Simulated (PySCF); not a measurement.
**SMILES FB(C1=C(SC)C1=O)F, C4H3BF2OS**

Cartesian coordinates in Å; atom numbers follow the order of the lines, from 1:
```xyz
12

C     2.034    0.509   -0.079
S     1.557   -1.116   -0.760
C    -0.093   -1.123   -0.504
C    -1.164   -0.392   -0.010
B    -1.596    0.903    0.662
F    -2.850    1.219    0.899
F    -0.716    1.811    1.062
C    -1.432   -1.674   -0.563
O    -2.136   -2.579   -0.873
H     1.719    0.570    0.957
H     1.564    1.294   -0.663
H     3.114    0.576   -0.154
```

Level of theory: PySCF 2.14.0, quadratic response B3LYP/def2-SVPD first hyperpolarisability, Taylor convention, gas phase. Geometry: GFN2-xTB.

**Question.** Give the tensor of the second harmonic β(−2ω;ω,ω) at 1064 nm in the axes of these coordinates.

**Answer.** In au, Taylor convention; rows are the first index (the induced dipole):
```csv
,xx,yy,zz,xy,xz,yz
x,+26.4,+73.8,-1.6,-109.0,-75.2,+79.3
y,-106.4,-137.4,-41.8,+63.2,+72.4,-83.6
z,-73.1,-85.1,+8.5,+72.7,-1.4,-43.9
```
Norm of βᵢ = ⅓ Σⱼ (βᵢⱼⱼ + βⱼᵢⱼ + βⱼⱼᵢ): 338.1 au, hyper-Rayleigh value 150.1 au.
